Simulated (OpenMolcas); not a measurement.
A calculation on Co2+.

```yaml
Program: OpenMolcas 26.06
Method: "MS-RASPT2, IPEA 0.25 Eh, imaginary shift 0.1 Eh (closed shells correlated: 3s 3p)"
Basis: ANO-RCC-VTZP [6s5p3d2f1g]
Scalar_Hamiltonian: DKH2, point nucleus
Active_space: 7 electrons in 9 orbitals (RAS2 3d 4s; RAS3 4p, at most 2 electrons)
State_averaging: 2S+1 = 4 even, 60 roots; 2S+1 = 6 even, 5 roots kept (CI in the orbitals of an earlier block); 2S+1 = 2 even, 87 roots kept (CI in the orbitals of an earlier block); 2S+1 = 4 odd, 78 roots (49 in the spin-orbit step); 2S+1 = 6 odd, 15 roots kept (CI in the orbitals of an earlier block); 2S+1 = 2 odd, 27 roots kept (CI in the orbitals of an earlier block, 0 in the spin-orbit step)
Spin-orbit_coupling: RASSI with atomic mean-field integrals over the reference wave functions, term energies averaged over their components
```

Q: Which level of the active space comes out lowest?

A: 3d7 4F 9/2, with 100 % of that term; it is also the measured ground level.

Q: How high does 3d7 2P 3/2 lie?

A: 2.408 eV above the lowest level; measured 2.5038 eV above the ground level, so the calculation is off by -4 %.

Q: How high does 3d7 2H 11/2 lie?

A: 2.805 eV above the lowest level; measured 2.8170 eV above the ground level, so the calculation is off by 0 %.

Q: How high does 3d7 2G 7/2 lie?

A: 2.173 eV above the lowest level; measured 2.2027 eV above the ground level, so the calculation is off by -1 %.

Measured values: Sugar and Corliss, J. Phys. Chem. Ref. Data 10, 1097 (1981).

CASPT2 does not keep the components of a term degenerate, so their means are used; among the terms shown or strongly mixed into the levels shown the widest spread is 2100 cm-1 (3d7 4F). Blocks of more than 70 roots (2S+1 = 2 even) ran without multistate coupling. Some high roots are left out of the spin-orbit mixing, which shifts the levels that they would mix with. Terms from blocks run as CI alone lack orbitals of their own. Measured partners are found by configuration, term and J. A level has none where our copy of the source lacks it or the pairing is in doubt (some pairs that miss far off the trend of their configuration count as doubtful), and it then counts in no deviation. Levels of configurations outside the active space are missing.
